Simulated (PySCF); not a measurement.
Ionisation energy of Al⁺ by level of theory

Al⁺ [Ne] 3s2 (1S) → Al²⁺ [Ne] 3s1 (2S), as a difference of total energies. All numbers are calculated (PySCF 2.14, the non-relativistic Hamiltonian (point nucleus), in pcseg-2). Correlated levels: valence: [Ne] frozen. The calculations carry no spin-orbit coupling.

**Question.** Order these methods by the ionisation energy they give, lowest first.
A. MP2 (valence)
B. SCS-MP2 (valence)
C. LDA
D. BP86

**Answer.** A (18.234 eV), B (18.381 eV), D (18.840 eV), C (18.891 eV).

Errors of the correlated levels include the incompleteness of this basis and the frozen core.

With two correlated electrons CCSD is exact in that space.

For comparison: 18.829 eV (measured; NIST Atomic Spectra Database, ionization energies).
